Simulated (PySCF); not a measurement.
## Two-component Hartree-Fock for Zn²⁺ (zinc, charge +2)

Start: [Ar] 3d9 4s1; 3d3/2 filled at m_j = -3/2, -1/2, +1/2, +3/2; 3d5/2 filled at m_j = -3/2, -1/2, +1/2, +3/2, +5/2; 4s1/2 filled at m_j = +1/2. Calculated with PySCF 2.14 in x2c-TZVPall-2c (6s7p4d1f, 54 functions): generalised Hartree-Fock with the X2C-1e Hamiltonian and a Gaussian nucleus; one run each with spin-orbit coupling (SO) switched off, then screened by Boettger's factors. This is a chosen level, not necessarily the ground level.

| spinor shell | electrons | ε, spin-free (eV) | ε, screened SO (eV) | weight of nominal j (screened SO) | rms radius, screened SO (bohr) |
| --- | --- | --- | --- | --- | --- |
| 1s1/2 | 2 | -9759.7 | -9759.5 | 1.000 | 0.0580 |
| 2s1/2 | 2 | -1264.0 | -1263.9 | 1.000 | 0.244 |
| 2p1/2 | 2 | -1095.3 | -1112.0 | 0.999 | 0.217 |
| 2p3/2 | 4 | -1095.3 | -1087.1 | 1.000 | 0.220 |
| 3s1/2 | 2 | -187.19 | -187.17 | 1.000 | 0.726 |
| 3p1/2 | 2 | -134.48 | -137.97 | 0.951 | 0.760 |
| 3p3/2 | 4 | -134.48 | -132.76 | 0.975 | 0.771 |
| 3d3/2 | 4 | -50.161 | -50.906 | 0.821 | 0.919 |
| 3d5/2 | 5 | -50.161 | -49.575 | 0.857 | 0.926 |
| 4s1/2 | 1 | -28.981 | -28.981 | 1.000 | 2.38 |

```json
{"quantity": "E (hartree)", "spin-free": "-1793.01844", "screened SO": "-1793.07482"}
{"quantity": "M_J", "spin-free": "3", "screened SO": "3"}
{"quantity": "⟨J²⟩", "spin-free": "12.004", "screened SO": "12.004"}
{"quantity": "⟨L²⟩", "spin-free": "6.004", "screened SO": "6.006"}
{"quantity": "⟨S²⟩", "spin-free": "2.000", "screened SO": "2.002"}
```

Each row is a mean over spinors that exchange with the open shell spreads, by up to 8.145 eV (3p3/2).

Rows whose weight is well below 1 are mixtures of j = l ± 1/2: exchange outweighs spin-orbit coupling there, and the label is only the starting occupation.

Without spin-orbit coupling the j labels of p, d and f shells carry no meaning; the spin-free column gives the mean over the occupied spinors of each nl shell.
